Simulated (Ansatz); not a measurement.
Consider the substitution at a C–O bond: `C[O][Ga]([F])[SH]` + `C=N` → `C=NC` + `[OH][Ga]([F])[SH]`.

Program: Ansatz. Geometries: PBE0-D4/def2-TZVP. ΔE: electronic, gas phase. CBS: MP2 limit from def2 TZ/QZ plus the TZ coupled-cluster correction, frozen cores. This one scheme is used for every species. DFT in def2-TZVPP. B3LYP here is the variant with VWN-RPA as its local correlation; programs differ in this. For Ga outer-core shells are correlated without core-valence functions, which leaves a few kJ/mol of doubt a bond. Scalar relativity is left out up to krypton. One conformer a species, not always the lowest.

(1) Is it downhill or uphill in electronic energy at CCSD(T)/CBS, and by how much? (An estimate is asked.)

(2) What do these levels give: PBE-D4, B3LYP-D4, ωB97X-V, PBE, B3LYP, HF/def2-TZVPP, CCSD(T)/def2-TZVPP, HF/def2-QZVPP, SCS-MP2/def2-QZVPP, HF/CBS(def2), MP2/CBS(def2), CCSD/CBS(def2)? (Best estimate.)

Largest T1 diagnostic among the species: 0.014.

Answers

(1) Computed: Downhill: ΔE = -11.2 kcal/mol.

(2) The calculation gave: PBE-D4 -11.8, B3LYP-D4 -10.5, ωB97X-V -10.6, PBE -12.0, B3LYP -10.9, HF/def2-TZVPP -9.3, CCSD(T)/def2-TZVPP -10.7, HF/def2-QZVPP -9.3, SCS-MP2/def2-QZVPP -11.3, HF/CBS(def2) -9.3, MP2/CBS(def2) -12.6, CCSD/CBS(def2) -11.0 kcal/mol.

In def2-TZVPP, CCSD(T) changes the Hartree–Fock value by −1.4 kcal/mol (the triples alone add −0.2 kcal/mol) and MP2 by −2.8 kcal/mol.
